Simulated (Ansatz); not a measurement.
Vertical ionisation energy (eV) of eight silicon and germanium compounds: PBE beside CAM-B3LYP, computed with Ansatz (a program for electronic structure) for isolated molecules in the bases named; differences from unrounded values. The eight are the first of their class met in an unordered collection, after screening for sound electronic states; none was chosen by its value. Functionals give these values as differences of separate SCF runs (ΔSCF), EOM-CCSD as a root; each molecule has one DFT geometry for both levels.

```csv
molecule,basis,CAM-B3LYP
"Se(OH)(OSiH3) (H4O2SeSi), SMILES [Se](O)O[SiH3]",def2-SVPD,9.28
"CH₆ClFSi₂, SMILES F[Si@H](Cl)C[SiH3]",def2-TZVPD,11.12
"Si(H)(F)2(Et) (C2H6F2Si), SMILES CC[SiH](F)F",def2-SVPD,11.36
"C₂H₅ClOSi, SMILES C=CO[SiH2]Cl",def2-TZVPD,9.41
"C₃H₁₀FNSi, SMILES CC(C)(F)[SiH2]N",def2-SVPD,9.40
"Si(H)(Cl)(Me)(NH2) (CH₆ClNSi), SMILES C[SiH](Cl)N",def2-SVPD,10.31
"C₂H₈FNSi₂, SMILES C[Si@H]1CN[Si@H]1F",def2-SVPD,9.22
"C4H12OSi, SMILES CCOC[SiH2]C",def2-SVPD,9.04
```

Question: Estimate the PBE values and say how PBE differs from CAM-B3LYP over the set. (The exact figures need the calculation; the answer reports its results.)

Answer: 
| molecule | PBE | difference |
|---|---|---|
| Se(OH)(OSiH3) (H4O2SeSi), SMILES [Se](O)O[SiH3] | 8.90 | -0.38 |
| CH₆ClFSi₂, SMILES F[Si@H](Cl)C[SiH3] | 10.33 | -0.79 |
| Si(H)(F)2(Et) (C2H6F2Si), SMILES CC[SiH](F)F | 10.69 | -0.67 |
| C₂H₅ClOSi, SMILES C=CO[SiH2]Cl | 9.15 | -0.26 |
| C₃H₁₀FNSi, SMILES CC(C)(F)[SiH2]N | 8.74 | -0.66 |
| Si(H)(Cl)(Me)(NH2) (CH₆ClNSi), SMILES C[SiH](Cl)N | 9.79 | -0.52 |
| C₂H₈FNSi₂, SMILES C[Si@H]1CN[Si@H]1F | 8.84 | -0.38 |
| C4H12OSi, SMILES CCOC[SiH2]C | 8.58 | -0.46 |
PBE lies below CAM-B3LYP in 8 and above it in 0 of the eight; the mean signed difference is -0.52 and the largest -0.79 eV.
